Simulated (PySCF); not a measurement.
# Radial density of N (nitrogen, neutral)

UHF, [He] 2s2 2p3, high-spin 4S determinant. Computed with PySCF 2.14 in Sapporo-DZP-2012 (4s3p1d, 18 functions), with the spin-free X2C one-electron Hamiltonian (Gaussian nucleus).

```csv
r (bohr),4πr²ρ (e/bohr),4πr²(ρα − ρβ)
0.00434,0.04515,0.0000
0.00730,0.1245,0.0000
0.0123,0.3310,0.0000
0.0207,0.8285,0.0000
0.0347,1.932,0.0003
0.0584,3.928,0.0024
0.0983,6.439,0.0141
0.165,7.319,0.0768
0.278,4.773,0.3310
0.468,2.290,0.9825
0.787,3.207,1.9186
1.32,3.055,1.7162
2.23,0.9258,0.5458
3.74,0.06486,0.0489
```

Densities and radii are taken from the X2C orbitals without a picture-change correction, which distorts them close to the nucleus.
